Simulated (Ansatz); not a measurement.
Born–Oppenheimer molecular dynamics of GeH6O2 (9 atoms, charge 0, multiplicity 1). It starts at the highest image of a converged band. Of that band: Neighbouring images differ by up to 2.4 eV, so the band resolves the path poorly. A vibrational analysis at the climbing image gives one clearly imaginary mode, 1797i cm⁻¹: a first-order saddle point.

All numbers below come from Ansatz, RHF/def2-SVPD.

| Item | Value |
| --- | --- |
| ensemble | NVE (velocity Verlet) |
| time step | 0.5 fs |
| steps asked | 137 |
| starting velocities drawn for | 100 K |
| seed | 2995 |

First frame:

```xyz
9
Properties=species:S:1:pos:R:3
Ge -0.111 -0.352 0.062
H 0.897 0.324 1.617
H 0.849 0.339 -0.890
H -1.300 0.414 0.635
O -0.911 -1.668 -0.871
H -1.670 -1.431 -1.377
O 0.794 -1.707 1.077
H 0.351 -2.494 1.368
H 1.007 -0.789 1.699
```

(1) How far do the bonds stretch over the last three quarters of this one trajectory? (Pairs bonded in most of those frames.)

## Answers

(1) 
```
  bond  mean (Å)  spread (Å)  shortest  longest
Ge1–H2     1.570       0.080      1.44     1.80
Ge1–H3     1.540       0.019      1.50     1.57
Ge1–H4     1.558       0.039      1.49     1.62
Ge1–O5     1.839       0.043      1.75     1.90
 O5–H6     0.944       0.010      0.93     0.96
 O7–H8     0.949       0.017      0.92     0.98
 O7–H9     0.949       0.022      0.91     0.99
```

Pairs bonded in part of these frames only: Ge1–O7 41 %.

Mean temperature of the second half: 2153 K. The conserved energy stayed within 0.14 meV per atom of its start (net change -0.077 meV per atom), so the integration is sound. The kinetic energy rose, since the run started high on the potential surface and went downhill. It ends in pieces (GeH4O + H2O), so much of that is their flight and rotation, not heat. A run of 0.069 ps of so small a system gives no equilibrium averages. The orbitals stay closed-shell, which can raise the energy where a bond breaks towards radicals; this wasn't checked here.

Run time: 7.4 min on 2 threads of Intel(R) Xeon(R) Platinum 8259CL CPU @ 2.50GHz (Skylake/Cascade Lake) (shared host), peak memory 0.33 GiB.
